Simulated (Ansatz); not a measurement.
```xyz
11

C     0.865   -0.995   -0.637
C     0.772    0.195    0.285
O    -0.285    1.065   -0.119
B    -1.539    0.998    0.319
Cl   -2.076   -0.181    1.518
Cl   -2.708    2.135   -0.324
H     1.718   -1.616   -0.357
H     0.998   -0.672   -1.671
H    -0.037   -1.607   -0.575
H     1.681    0.797    0.242
H     0.613   -0.120    1.320
```

The species carries charge 0 and has multiplicity 1.

(1) List the CAM-B3LYP/def2-TZVPP orbital energies in eV (the Gaussian-basis code of Ansatz). (An estimate is asked.)

Answers

(1) Ansatz gave: Occupied: -2764.64, -2764.43, -523.60, -280.74, -278.97, -259.43, -259.22, -198.48, -198.36, -198.32, -198.28, -198.15, -198.11, -188.68, -31.33, -25.59, -24.75, -23.38, -19.96, -16.97, -15.69, -14.96, -14.47, -13.58, -12.88, -12.30, -12.14, -11.17, -11.08, -10.75, -10.51, -10.23. Lowest empty: 0.99, 1.74, 2.52, 2.92, 3.21, 3.54, 3.85, 4.21.
